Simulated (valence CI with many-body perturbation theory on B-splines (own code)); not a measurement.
## Hyperfine factors and g values of Bi68+

Calculated by valence CI with perturbative core correlation (CI+MBPT): five valence electrons over a frozen Dirac-Fock core [Ne], a basis of 9 s, 9 p, 8 d, 6 f, 3 g, 1 h functions for each j, with the one-electron correlation potential Σ1, the two-electron term Σ2, the three-electron term Σ3, Breit, model QED; selected CI, second order for the rest (own B-spline code, finite nucleus).

No measured spectrum was set against this ion. As an estimate, large intervals hold to a few tenths of a per cent, small ones and those within an open d or f shell to about a per cent. Among the levels kept, up to 610 cm⁻¹ of a level comes from second order outside the variational space, and about a tenth of that is noise between levels of different J, which matters for small intervals.

A/g_I is the dipole constant over the nuclear g factor μ/I (μ in nuclear magnetons, uniformly magnetised nucleus), B/Q the quadrupole constant per barn. Both hold the static response of the core; the bare values leave it out. Large factors of s and p1/2 electrons are usually good to 5 to 10 %; those of open d and f shells near neutrality can be off by tens of per cent, and small factors of p3/2, d and f electrons come from cancelling terms and can be off by a factor of two or in sign, in half-filled shells by more. B is blank for J = 1/2, where it vanishes, and for nearly pure S terms. Energies count from the lowest level.

Levels are named by their leading jj configuration (3d3/2^4 stands for four electrons in 3d with j = 3/2), which in mixed levels can hold well under half, so a name can repeat and another be missing. Letters in brackets count levels of one name in rising energy.

```
                             Level  E (× 10³ cm⁻¹)      g  A/g_I (MHz)  A/g_I bare  B/Q (MHz/b)  B/Q bare
        (3s^2 3p1/2^2 3p3/2) J=3/2            0.00  1.330       315000      313000       637000    630000
        (3s^2 3p1/2^2 3d3/2) J=3/2          2148.6  0.776       170000      175000       111000    114000
        (3s^2 3p1/2^2 3d5/2) J=5/2          3394.4  1.188        67900       71900       102000    105000
        (3s^2 3p1/2 3p3/2^2) J=3/2          4869.6  1.451      -298000     -288000        33500     33000
        (3s^2 3p1/2 3p3/2^2) J=5/2          4976.3  1.182       937000      925000        -1420     -1390
        (3s^2 3p1/2 3p3/2^2) J=1/2          5121.2  0.641      3410000     3350000                       
        (3s 3p1/2^2 3p3/2^2) J=5/2          6569.4  1.447      2130000     2100000        95600     94300
        (3s 3p1/2^2 3p3/2^2) J=3/2          6828.0  1.137     -1150000    -1120000       -48500    -47600
        (3s 3p1/2^2 3p3/2^2) J=1/2          6862.6  1.978      8710000     8550000                       
(3s^2 3p1/2 3p3/2 3d3/2) J=5/2 [a]          6989.2  0.955       699000      693000       -55400    -52700
(3s^2 3p1/2 3p3/2 3d3/2) J=1/2 [a]          7023.2  0.238      1240000     1230000                       
(3s^2 3p1/2 3p3/2 3d3/2) J=3/2 [a]          7030.5  0.901       706000      700000      -373000   -369000
    (3s^2 3p1/2 3p3/2 3d3/2) J=7/2          7102.2  1.008       694000      688000       725000    721000
(3s^2 3p1/2 3p3/2 3d3/2) J=5/2 [b]          7387.0  1.141        45900       51200       673000    667000
(3s^2 3p1/2 3p3/2 3d3/2) J=1/2 [b]          7495.7  1.656      2500000     2450000                       
(3s^2 3p1/2 3p3/2 3d3/2) J=3/2 [b]          7513.3  1.204      -274000     -262000        30300     28300
(3s^2 3p1/2 3p3/2 3d5/2) J=7/2 [a]          8108.1  1.298      -199000     -190000       702000    697000
    (3s^2 3p1/2 3p3/2 3d5/2) J=9/2          8226.1  1.173       521000      516000       729000    724000
(3s^2 3p1/2 3p3/2 3d5/2) J=3/2 [a]          8233.8  1.318      -569000     -553000      -243000   -239000
(3s^2 3p1/2 3p3/2 3d5/2) J=5/2 [a]          8265.3  1.105       678000      671000      -461000   -454000
(3s^2 3p1/2 3p3/2 3d5/2) J=5/2 [b]          8433.5  1.282      -193000     -185000         3950      5610
(3s^2 3p1/2 3p3/2 3d5/2) J=7/2 [b]          8457.2  1.126       606000      599000       -32900    -29900
(3s^2 3p1/2 3p3/2 3d5/2) J=3/2 [b]          8538.8  0.932      1040000     1030000        61700     62000
    (3s^2 3p1/2 3p3/2 3d5/2) J=1/2          8571.4  1.220     -1080000    -1060000                       
(3s 3p1/2^2 3p3/2 3d3/2) J=5/2 [a]          8683.5  1.242      1710000     1680000       199000    196000
(3s 3p1/2^2 3p3/2 3d3/2) J=3/2 [a]          8701.9  1.228       790000      782000        17500     15100
(3s 3p1/2^2 3p3/2 3d3/2) J=1/2 [a]          8726.3  2.305      5130000     5040000                       
    (3s 3p1/2^2 3p3/2 3d3/2) J=7/2          8787.6  1.220      1600000     1580000       710000    705000
(3s 3p1/2^2 3p3/2 3d3/2) J=3/2 [b]          8950.6  1.006       942000      931000      -321000   -317000
(3s 3p1/2^2 3p3/2 3d3/2) J=5/2 [b]          9033.6  0.854      -307000     -295000       329000    328000
(3s 3p1/2^2 3p3/2 3d3/2) J=1/2 [b]          9086.0  0.548      1760000     1730000                       
        (3s^2 3p1/2 3d3/2^2) J=5/2          9288.8  0.806       423000      422000       169000    169000
        (3s^2 3p1/2 3d3/2^2) J=1/2          9683.7  0.633      3370000     3320000                       
        (3s^2 3p1/2 3d3/2^2) J=3/2          9720.5  0.798      -498000     -482000       -48500    -47600
    (3s 3p1/2^2 3p3/2 3d5/2) J=9/2          9800.7  1.332      1250000     1230000       725000    720000
(3s 3p1/2^2 3p3/2 3d5/2) J=5/2 [a]          9963.1  1.362      1870000     1840000      -348000   -343000
              (3s^2 3p3/2^3) J=3/2           10008  1.299       276000      275000      -657000   -649000
(3s 3p1/2^2 3p3/2 3d5/2) J=7/2 [a]           10027  1.264       828000      819000       325000    324000
(3s 3p1/2^2 3p3/2 3d5/2) J=3/2 [a]           10065  1.120     -1040000    -1010000      -360000   -356000
(3s 3p1/2^2 3p3/2 3d5/2) J=7/2 [b]           10178  1.174      -199000     -188000       339000    339000
```

Take the isotope of mass number 209, with I = 9/2, μ = 4.092 μN, leaving out the quadrupole term. What is the hyperfine structure of (3s^2 3p1/2^2 3d5/2) J=5/2?

From the table A = 61800 MHz. Shifts from the centre of gravity in MHz: F = 2: -850000, F = 3: -664000, F = 4: -417000, F = 5: -108000, F = 6: 263000, F = 7: 695000.
